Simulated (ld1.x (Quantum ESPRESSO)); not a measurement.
**Plane-wave convergence, PAW potential for Tc**

```
Element                 : technetium (Tc)
Generator               : ld1.x (Quantum ESPRESSO) 7.5
Type                    : PAW
Functional              : BLYP
Relativity              : scalar-relativistic
Frozen core             : [Kr]
Valence charge          : 7
Reference configuration : 4d5 5s2 5p0
Partial waves           : 5s (bound): rcut 2.20, rcutus 2.75 bohr; 5s channel at 1.25 Ry: rcut 2.20, rcutus 2.75 bohr; 5p (bound, empty): rcut 3.40, rcutus 4.15 bohr; 5p channel at 0.45 Ry: rcut 3.40, rcutus 4.15 bohr; 4d (bound): rcut 1.95, rcutus 2.30 bohr; 4d channel at 0.45 Ry: rcut 1.95, rcutus 2.30 bohr
Local potential         : all-electron potential smoothed inside 2.60 bohr (lloc = -2)
Core correction         : Bessel-smoothed model core inside 1.25 bohr
Augmentation charge     : BESSEL, radius 2.15 bohr
```

The pseudo-atom Hamiltonian at the reference potential is diagonalised in spherical Bessel functions j_l(qr) that vanish at 20 bohr, with q² up to the cutoff. All-electron valence levels (Ry): 5s -0.3643, 5p -0.0983, 4d -0.4769.

How do the lowest levels (Ry) of each channel move with the cutoff, and are there ghosts?

| cutoff (Ry) | s #1 | s #2 | p #1 | p #2 | d #1 | f #1 | f #2 | Σ f·Δε (mRy) |
| --- | --- | --- | --- | --- | --- | --- | --- | --- |
| 8 | -0.3642 | -0.0012 | -0.0983 | 0.0412 | -0.3472 | 0.1018 | 0.2277 | 648.9 |
| 10 | -0.3643 | -0.0012 | -0.0983 | 0.0412 | -0.4150 | 0.1018 | 0.2277 | 309.4 |
| 15 | -0.3643 | -0.0012 | -0.0983 | 0.0412 | -0.4682 | 0.1018 | 0.2277 | 43.4 |
| 18 | -0.3643 | -0.0012 | -0.0983 | 0.0412 | -0.4759 | 0.1018 | 0.2277 | 5.1 |
| 21 | -0.3643 | -0.0012 | -0.0983 | 0.0412 | -0.4765 | 0.1018 | 0.2277 | 2.1 |
| 25 | -0.3643 | -0.0012 | -0.0983 | 0.0412 | -0.4765 | 0.1018 | 0.2277 | 2.0 |
| 35 | -0.3643 | -0.0012 | -0.0983 | 0.0412 | -0.4769 | 0.1018 | 0.2277 | 0.2 |
| 40 | -0.3643 | -0.0012 | -0.0983 | 0.0412 | -0.4769 | 0.1018 | 0.2277 | 0.2 |
| 400 | -0.3643 | -0.0012 | -0.0983 | 0.0412 | -0.4769 | 0.1018 | 0.2277 | 0.0 |

Result: no extra level below or beside the all-electron valence levels (s, p, d, f tested); 10 mRy is reached at 18 Ry and 1 mRy at 30 Ry.
